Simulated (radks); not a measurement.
Q: The tantalum ion Ta5+, 68 electrons, occupied as [Xe] 4f14. Calculated with a radial shooting solver on a logarithmic mesh with Libxc functionals: scalar-relativistic Kohn-Sham, PBE, spin-unpolarised, spherical densities, point nucleus. Some entries of the table are withheld. Estimate them.

orbital,occ.,eigenvalue (eV),<r^2> (bohr^2),r(max) (bohr)
1s,2,-67430.35,0.0004785,0.01167
2s,2,-11633.37,0.007373,0.06684
2p,6,-10201.00,0.006083,0.05476
3s,2,-2709.481,0.04794,0.1886
3p,6,(1),0.04865,0.1865
3d,10,-1786.906,0.04038,0.1519
4s,2,-598.3850,0.2376,0.4288
4p,6,-458.7023,0.2706,0.4496
4d,10,-279.9846,0.3173,(2)
5s,2,-129.8797,1.316,0.9845
5p,6,(3),(4),1.111
4f,14,-82.3216,0.5015,0.4412

A: 
(1) 3p eigenvalue (eV): -2283.522
(2) 4d r(max) (bohr): 0.4615
(3) 5p eigenvalue (eV): -95.1133
(4) 5p <r^2> (bohr^2): 1.744
